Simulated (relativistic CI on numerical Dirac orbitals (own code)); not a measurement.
V II: calculation against measurement

Calculated at this level of theory: Dirac-Coulomb-Breit CI, KLI orbitals optimised for each configuration, model QED (radiative potential, 1s self-energy scaled to tabulated hydrogen-like ionisation energies), valence Slater integrals scaled by 0.85, P86 correlation energy added to each configuration (own radial code, finite nucleus).

Configurations in the expansion (outside the closed core [Ar]): 3d4, 3d3 4s, 3d3 4p, 3d2 4s2, 3d2 4s 4p, 3d3 5s, 3d3 4d, 3d3 5p, 3d3 4f, 3d3 6s, 3d3 5d, 3d3 6p, 3d3 5f, 3d3 5g, 3d2 4p2, 3d3 6d, 3d2 4s 5s, 3d3 6f. Levels of other configurations are missing.

```tsv
Configuration	Term (tabulated)	J	Measured (cm⁻¹)	Computed	Error	Purity (%)
3d4	a 5D	0	0.0	0	0	99
3d4	a 5D	1	36.0	30	-6	99
3d4	a 5D	2	106.6	88	-19	99
3d4	a 5D	3	208.9	172	-37	99
3d4	a 5D	4	339.2	281	-59	99
3d3 4s	a 5F	1	2604.9	954	-1651	100
3d3 4s	a 5F	2	2687.1	1030	-1657	100
3d3 4s	a 5F	3	2808.8	1142	-1667	100
3d3 4s	a 5F	4	2968.3	1290	-1678	100
3d3 4s	a 5F	5	3162.8	1470	-1692	100
3d3 4s	a 3F	2	8640.3	7597	-1044	94
3d3 4s	a 3F	3	8842.0	7789	-1053	94
3d3 4s	a 3F	4	9097.8	8034	-1064	94
3d3 4p	z 5G°	2	34592.8	31471	-3122	100
3d3 4p	z 5G°	3	34745.7	31608	-3138	100
3d3 4p	z 5G°	4	34946.6	31787	-3159	100
3d3 4p	z 5G°	5	35193.1	32008	-3185	100
3d3 4p	z 5G°	6	35483.4	32269	-3214	100
3d3 4p	z 5F°	2	36673.5	33652	-3021	88
3d3 4p	z 5F° †	3	36919.2	33804	-3115	95
3d3 4p	z 5F° †	1	36954.6	33536	-3418	82
3d3 4p	z 5F°	4	37150.5	33977	-3174	98
3d3 4p	z 5D°	0	37201.3	34108	-3093	99
3d3 4p	z 5D° †	1	37259.4	34201	-3058	68
3d3 4p	z 5F°	5	37352.4	34164	-3188	99
3d3 4p	z 5D° †	3	37520.6	34235	-3285	77
3d3 4p	z 5D° †	4	37531.1	34431	-3100	99
3d3 4p	z 3G°	3	39234.1	36806	-2428	99
3d3 4p	z 3G°	4	39403.7	36970	-2434	99
3d3 4p	z 3G°	5	39613.0	37170	-2443	99
3d3 4p	z 3F°	2	40001.7	37385	-2617	97
3d3 4p	z 3F°	3	40195.5	37566	-2629	97
3d3 4p	z 3F°	4	40430.0	37789	-2641	97
```

Measured levels from NIST Handbook of Basic Atomic Spectroscopic Data (Sansonetti and Martin, J. Phys. Chem. Ref. Data 34, 1559 (2005)); pairs were made by configuration, J and term (by order where the table uses no LS term), so strongly mixed levels may be paired wrongly.

Mean error by configuration (cm⁻¹): 3d4 -30; 3d3 4s -1438; 3d3 4p -2899. Over the excited levels the mean absolute error is 2041 cm⁻¹ (32 of the 33 excited levels that our extract of the source holds in range could be paired, and the others can miss by more), and the median relative error of those above 1,000 cm⁻¹ is 9 %. † marks terms whose computed intervals miss the measured ones by more than a factor of 2.5, or configurations far off the rest, from wrong mixing, a near crossing or a doubtful label or measurement; they are left out of the means.

Transition probabilities of persistent lines. The last column rescales the computed rate by the cube of measured over computed energy:

```csv
λ measured (Å),Lower,Upper,A tabulated (s⁻¹),A computed,A rescaled
2687.95 air,3d4 a 5D_4,3d3 4p z 5D°_4,7.67e+07,7.06e+07,9.12e+07
2700.94 air,3d4 a 5D_4,3d3 4p z 5F°_5,3.45e+07,2.76e+07,3.60e+07
2908.81 air,3d3 4s a 5F_5,3d3 4p z 5D°_4,1.54e+08,1.94e+08,2.20e+08
2924.02 air,3d3 4s a 5F_5,3d3 4p z 5F°_5,1.73e+08,1.98e+08,2.27e+08
2924.63 air,3d3 4s a 5F_4,3d3 4p z 5F°_4,1.21e+08,1.46e+08,1.67e+08
3093.10 air,3d3 4s a 5F_5,3d3 4p z 5G°_6,2.10e+08,2.08e+08,2.41e+08
3102.29 air,3d3 4s a 5F_4,3d3 4p z 5G°_5,1.77e+08,1.84e+08,2.12e+08
3110.71 air,3d3 4s a 5F_3,3d3 4p z 5G°_4,1.68e+08,1.65e+08,1.91e+08
3118.38 air,3d3 4s a 5F_2,3d3 4p z 5G°_3,1.54e+08,1.54e+08,1.77e+08
3125.28 air,3d3 4s a 5F_1,3d3 4p z 5G°_2,1.51e+08,1.55e+08,1.78e+08
3190.69 air,3d3 4s a 3F_4,3d3 4p z 3F°_4,3.30e+07,1.31e+08,1.53e+08
3276.13 air,3d3 4s a 3F_4,3d3 4p z 3G°_5,5.20e+07,1.69e+08,1.94e+08
```
